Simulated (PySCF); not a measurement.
Species: CH6O3Si.
Z-matrix (Å and degrees, PBE0-D3(BJ)/def2-TZVP geometry), rows numbered from 1:
```
C 
Si  1  1.8468
O   2  1.6387  1  113.40
O   2  1.6368  1  105.58  3  -119.24
O   2  1.6473  1  112.20  3   117.29
H   1  1.0920  2  110.36  3    57.50
H   1  1.0929  2  111.05  3   176.88
H   1  1.0918  2  110.95  3   -62.63
H   3  0.9580  2  115.93  1   103.75
H   4  0.9586  2  116.78  1   167.32
H   5  0.9574  2  117.73  1    59.74
```

Computed with PySCF at wB97X-D/pcSseg-2, non-relativistic, on one gas-phase PBE0-D3(BJ)/def2-TZVP geometry that isn't relaxed in the solvent. The solvent is an IEF-PCM continuum (cavity from Bondi-type radii × 1.2). Specific hydrogen bonds and non-electrostatic terms are outside this model.

Gas phase at wB97X-D/pcSseg-2: HOMO -10.69 eV, LUMO 1.84 eV, dipole 1.47 D.

Question: What does the continuum do to the energy, the frontier levels and the dipole at wB97X-D/pcSseg-2 in chloroform?

Answer: 
```csv
solvent,ε,E(solvent) − E(gas) (kcal/mol),polarisation term (kcal/mol),distortion of the solute (kcal/mol),HOMO (eV),LUMO (eV),dipole (D)
chloroform,4.711,-6.88,-7.33,0.45,-10.65,2.04,1.75
```

The first energy column is the sum of the next two and covers electrostatics alone.

Question: Which radius a makes the point-dipole formula ΔE = −[(ε − 1)/(2ε + 1)]·μ²/a³ give the value in chloroform, with the gas-phase dipole?

Answer: μ = 0.580 au and |ΔE| = 0.01097 Eh give a = 1.17 Å; the farthest nucleus lies 2.51 Å from the centroid of the nuclei, so such a sphere wouldn't even hold the nuclei. The formula assumes a rigid point dipole at the centre of a sphere.

Note: wB97X-D ran without an empirical dispersion term, which enters the total energy and its gradient alone.
